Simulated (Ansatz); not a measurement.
Reaction (ligand exchange at the Si–C bond): `F[CH]([AlH2])[SiH2][SiH3]` + `O[SiH2]O` → `O[SiH2]O[SiH2][SiH3]` + `F[CH2][AlH2]`

Program: Ansatz. Geometries: PBE0-D4/def2-TZVP. ΔE: electronic, gas phase. CCSD(T)/CBS is the MP2 limit (def2-TZVPP, def2-QZVPP) plus CCSD(T) − MP2 in def2-TZVPP, frozen cores. DFT in def2-TZVPP. B3LYP here is the variant with VWN-RPA as its local correlation; programs differ in this. One conformer a species, not always the lowest.

(1) Is it downhill or uphill in electronic energy at CCSD(T)/CBS, and by how much? (Best estimate.)

(2) What do these levels give: r2SCAN-D4, B3LYP-D4, B2PLYP, PBE, r2SCAN, PBE0, B3LYP, HF/def2-TZVPP, MP2/def2-TZVPP, HF/def2-QZVPP, MP2/def2-QZVPP, SCS-MP2/def2-QZVPP? (Best estimate.)

Largest T1 diagnostic among the species: 0.013.

## Answers

(1) Ansatz gave: Downhill: ΔE = -101.9 kJ/mol.

(2) Computed: r2SCAN-D4 -97.6, B3LYP-D4 -105.4, B2PLYP -107.2, PBE -86.0, r2SCAN -97.7, PBE0 -93.8, B3LYP -107.5, HF/def2-TZVPP -132.0, MP2/def2-TZVPP -103.4, HF/def2-QZVPP -134.3, MP2/def2-QZVPP -104.1, SCS-MP2/def2-QZVPP -110.1 kJ/mol.

From PBE to PBE0 (25 % exact exchange), in def2-TZVPP and without D4, ΔE moves by −7.8 kJ/mol. In def2-TZVPP, CCSD(T) changes the Hartree–Fock value by +29.8 kJ/mol (the triples alone add +4.9 kJ/mol) and MP2 by +28.5 kJ/mol.
